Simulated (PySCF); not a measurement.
A small calculation by hand: chemical shift, span and skew from a shielding tensor

B(H)(NH2)(NMe2) (C₂H₉BN₂), SMILES NBN(C)C. Atoms are numbered in the order given.

```xyz
14

B      0.0735     0.2078    -1.0751
H      0.5327    -0.4530    -1.9823
N     -0.4763     1.4730    -1.3897
H     -0.4867     1.8140    -2.3404
H     -0.8867     2.1192    -0.7285
N      0.1234    -0.3415     0.2350
C      0.7001    -1.6378     0.5028
C     -0.3791     0.3144     1.4173
H      1.5521    -1.5691     1.2088
H     -0.0391    -2.3292     0.9550
H      1.0641    -2.0878    -0.4306
H     -1.1653    -0.2875     1.9149
H      0.4222     0.4816     2.1643
H     -0.8161     1.2935     1.1764
```

Geometry: r2SCAN-D4/def2-SVP. The structure was generated by enumeration, and PubChem lists no compound with its InChIKey, so it may never have been made. The values are those of a single conformer.

GIAO shieldings from PBE0/pcSseg-1 run with PySCF, non-relativistic, no solvent. The symmetric part of the tensor of N3 has the principal values 142.6, 216.7, 235.2 ppm. The same nucleus in NH3 has σ = 267.4 ppm at this level (PySCF, at its B3LYP-D3(BJ)/def2-TZVP geometry).

### Question
Work out the isotropic shielding, the ¹⁵N shift against NH3, the span and the skew.

### Answer

σ(iso) = (σ11 + σ22 + σ33)/3 = 198.2 ppm. δ = σ(ref) − σ(iso) = 267.4 − (198.2) = 69.2 ppm.
Span Ω = σ33 − σ11 = 92.6 ppm. Skew κ = 3(σ(iso) − σ22)/Ω = -0.60. Tumbling in solution averages the tensor to δ; in a static solid the shielding alone would spread this spin-1/2 line over Ω.
